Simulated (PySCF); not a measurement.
# Computed properties of oxetane-3-carbonitrile (C₄H₅NO), SMILES N#CC1COC1

oxetane-3-carbonitrile (C4H5NO), SMILES N#CC1COC1. Geometry optimised at TPSSh-D3(BJ)/def2-SVP. The values are those of a single conformer. All values are computed for the isolated molecule unless a solvent is named; none is compared with measurement here.

**Structure.** The optimised structure has Cs symmetry. All 27 harmonic modes at TPSSh-D3(BJ)/def2-SVP (PySCF) are real, so it is a minimum. With heavy atoms numbered as in [N:1]#[C:2][CH:3]1[CH2:4][O:5][CH2:6]1, the shortest bond between them is N1–C2 at 1.163 Å and the longest C3–C6 at 1.551 Å.

**Vibrations.** The strongest infrared lines (harmonic, unscaled, degenerate partners summed) lie at 1065 cm⁻¹ (100 km/mol, C 53 %, O 44 %), 3026 cm⁻¹ (85 km/mol, H 95 %), 3108 cm⁻¹ (40 km/mol, H 91 %, C 9 %). The softest mode is at 102 cm⁻¹ and the zero-point energy is 53.8 kcal/mol.

**Electronic structure.** PBE0/def2-TZVP (PySCF) places the frontier levels at -8.02 and 0.12 eV, a gap of 8.14 eV, and gives a dipole moment of 2.79 D and a mean polarisability of 51.6 bohr³. PBE/def2-TZVP (PySCF) at the same geometry gives -6.40 and -0.95 eV, so its gap is 2.69 eV narrower. An orbital gap is neither the optical nor the fundamental gap.

**Excitations.** TDA-PBE0/def2-SVPD (PySCF) has S1 at 6.80 eV (182 nm, f = 0.000, dark); the most intense of the 10 singlets computed lies at 7.87 eV (f = 0.02). T1 (TDA) is at 6.00 eV, 0.80 eV under S1. TDA-PBE/def2-SVPD (PySCF) puts S1 at 5.45 eV. No vertical singlet excitation falls in the visible range (under 3.1 eV).

**NMR.** GIAO shifts at KT2/pcSseg-1 (PySCF) (non-relativistic, atoms alike by connectivity averaged): ¹³C from 29.4 to 114.4 ppm against TMS; ¹H from 4.1 to 5.2 ppm against TMS.

**Solvation.** SMD-M06-2X/def2-SVP (PySCF) gives -6.2 kcal/mol in water, -7.6 kcal/mol in acetonitrile, -6.6 kcal/mol in tetrahydrofuran (1 M in both phases, gas-phase geometry); of these solvents acetonitrile holds the molecule best.
